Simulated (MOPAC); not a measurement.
Input file for MOPAC: PM7 on H4MgSi (SMILES [MgH][SiH3]), a point of a bond scan (R = 3.404 Å).

```
PM7 1SCF PRECISE CHARGE=0 THREADS=1
H4MgSi

Mg    -1.27392741 1    -0.69923846 1    -0.17849356 1
H     -4.23535115 1    -2.32471678 1    -0.59342696 1
Si     0.97176783 1     0.53338788 1     0.13615713 1
H      1.61305573 1     0.24973858 1     1.45235735 1
H      0.83766034 1     2.01691253 1     0.06363188 1
H      1.98630247 1     0.16875768 1    -0.89430607 1
```

Program output:

```
*******************************************************************************
 **                                                                           **
 **                              MOPAC v23.2.5                                **
 **                                                                           **
 *******************************************************************************
 ** MOPAC's Digital Object Identifier: https://doi.org/10.5281/zenodo.6511958 **
 **                                                                           **
 ** Please cite the open-source release paper for use of this MOPAC version:  **
 ** J. E. Moussa and J. J. P. Stewart (2026)                                  **
 ** MOPAC: An open-source semiempirical molecular orbital program             **
 ** J. Open Source Softw., 11(119), 8025, https://doi.org/10.21105/joss.08025 **
 *******************************************************************************

                              PM7 CALCULATION RESULTS

 *******************************************************************************
 *  PM7        - The PM7 Hamiltonian to be used
 *
 *
 *
 *                 CHARGE ON SYSTEM = 0
 *
 *
 *
 *  PRECISE    - TIGHTER CRITERIA TO BE USED
 *  1SCF       - DO 1 SCF AND THEN STOP
 *  THREADS=1  - MULTI-THREADING NOT USED
 *  T=         - A TIME OF 172800.0 SECONDS REQUESTED
 *  DUMP=N     - RESTART FILE WRITTEN EVERY 7200.0 SECONDS REQUESTED
 *******************************************************************************
PM7 1SCF PRECISE CHARGE=0 THREADS=1
 H4MgSi

   ATOM   CHEMICAL          X               Y               Z
  NUMBER   SYMBOL      (ANGSTROMS)     (ANGSTROMS)     (ANGSTROMS)

     1      Mg         -1.27392741  *  -0.69923846  *  -0.17849356  *
     2       H         -4.23535115  *  -2.32471678  *  -0.59342696  *
     3      Si          0.97176783  *   0.53338788  *   0.13615713  *
     4       H          1.61305573  *   0.24973858  *   1.45235735  *
     5       H          0.83766034  *   2.01691253  *   0.06363188  *
     6       H          1.98630247  *   0.16875768  *  -0.89430607  *



          CARTESIAN COORDINATES

    NO.       ATOM           X           Y           Z

     1        Mg         -1.2739     -0.6992     -0.1785
     2         H         -4.2354     -2.3247     -0.5934
     3        Si          0.9718      0.5334      0.1362
     4         H          1.6131      0.2497      1.4524
     5         H          0.8377      2.0169      0.0636
     6         H          1.9863      0.1688     -0.8943

 General Reference for PM7:
 "Optimization of Parameters for Semiempirical Methods VI: More Modifications to the
 NDDO Approximations and Re-optimization of Parameters", J. J. P. Stewart, J. Mol. Mod., 1:32, 19 (2013)
 https://link.springer.com/article/10.1007/s00894-012-1667-x

           Empirical Formula: H4 Mg Si  =     6 atoms



      MOLECULAR POINT GROUP   :   C3v


      RHF CALCULATION, NO. OF DOUBLY OCCUPIED LEVELS = 5


 -------------------------------------------------------------------------------
 PM7 1SCF PRECISE CHARGE=0 THREADS=1
 H4MgSi



     1SCF WAS SPECIFIED, SO BFGS WAS NOT USED
     SCF FIELD WAS ACHIEVED


                              PM7 CALCULATION
                                                       MOPAC v23.2.5 Linux




          FINAL HEAT OF FORMATION =        125.39016 KCAL/MOL =     524.63243 KJ/MOL


          COSMO AREA              =        121.04 SQUARE ANGSTROMS
          COSMO VOLUME            =        100.46 CUBIC ANGSTROMS

          IONIZATION POTENTIAL    =          4.812765 EV
          HOMO LUMO ENERGIES (EV) =         -4.813  0.005
          NO. OF FILLED LEVELS    =          5
          MOLECULAR WEIGHT        =         56.4221         POINT GROUP:  C3v

          MOLECULAR DIMENSIONS (Angstroms)

            Atom       Atom       Distance
            H     5    H     2     6.70946
            H     4    H     6     2.37754
            H     5    H     4     2.01546


          SCF CALCULATIONS        =          1





   ATOM   CHEMICAL          X               Y               Z
  NUMBER   SYMBOL      (ANGSTROMS)     (ANGSTROMS)     (ANGSTROMS)

     1      Mg         -1.27392741  *  -0.69923846  *  -0.17849356  *
     2       H         -4.23535115  *  -2.32471678  *  -0.59342696  *
     3      Si          0.97176783  *   0.53338788  *   0.13615713  *
     4       H          1.61305573  *   0.24973858  *   1.45235735  *
     5       H          0.83766034  *   2.01691253  *   0.06363188  *
     6       H          1.98630247  *   0.16875768  *  -0.89430607  *

                             CARTESIAN COORDINATES

   1   Mg       -1.273927410    -0.699238460    -0.178493560
   2    H       -4.235351150    -2.324716780    -0.593426960
   3   Si        0.971767830     0.533387880     0.136157130
   4    H        1.613055730     0.249738580     1.452357350
   5    H        0.837660340     2.016912530     0.063631880
   6    H        1.986302470     0.168757680    -0.894306070


           Empirical Formula: H4 Mg Si  =     6 atoms



      MOLECULAR POINT GROUP   :   C3v


                  EIGENVALUES
 -17.84973 -12.02797 -12.02797 -11.29956  -4.81276   0.00472   1.67130   1.67130
   2.40213   2.58558   2.58558   8.27431  20.00507  20.00507  20.20966  20.96676
  20.96676


              NET ATOMIC CHARGES AND DIPOLE CONTRIBUTIONS

  ATOM NO.   TYPE          CHARGE      No. of ELECS.   s-Pop       p-Pop       d-Pop
    1         Mg           0.664562        1.3354     1.14100     0.19444
    2          H          -0.352591        1.3526     1.35259
    3         Si          -0.239963        4.2400     0.90332     3.25247     0.08417
    4          H          -0.024003        1.0240     1.02400
    5          H          -0.024003        1.0240     1.02400
    6          H          -0.024003        1.0240     1.02400
 DIPOLE           X         Y         Z       TOTAL
 POINT-CHG.     1.475     0.810     0.207     1.695
 HYBRID         0.440     0.242     0.062     0.506
 SUM            1.915     1.051     0.268     2.201


          ATOMIC ORBITAL ELECTRON POPULATIONS

     Atom    s        px        py        pz      x^2-y^2     xz        z^2       yz        xy
    1 Mg   1.14100   0.14674   0.04446   0.00324
    2  H   1.35259
    3 Si   0.90332   1.22045   1.05030   0.98172   0.02162   0.02456   0.02173   0.00560   0.01066
    4  H   1.02400
    5  H   1.02400
    6  H   1.02400

 **********************
 *                    *
 * JOB ENDED NORMALLY *
 *                    *
 **********************




 == MOPAC DONE ==
```

The run finished.

Cost: very roughly 0.03 core-seconds.
